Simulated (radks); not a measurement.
Q: Coulomb parameter of the 5d shell of the platinum ion Pt3+ in the model configuration [Xe] 4f14 5d6 6s1, as a second difference U = [E(n + 1) + E(n - 1) - 2 E(n)] / (1)^2 with all orbitals relaxed. "Bare": the charge of the atom changes with n. "Screened": the 6s shell takes up the change at fixed total charge, which measures U(5d,5d) + U(6s,6s) - 2 U(5d,6s). All-electron calculation, Dirac Kohn-Sham, PBE, spin-unpolarised, spherical densities, point nucleus; open shells are shared between the two j in proportion to 2j + 1. Program: a radial shooting solver on a logarithmic mesh with Libxc functionals. Estimate both.

A: U(bare) = 13.666 eV, U(screened by 6s) = 1.343 eV.
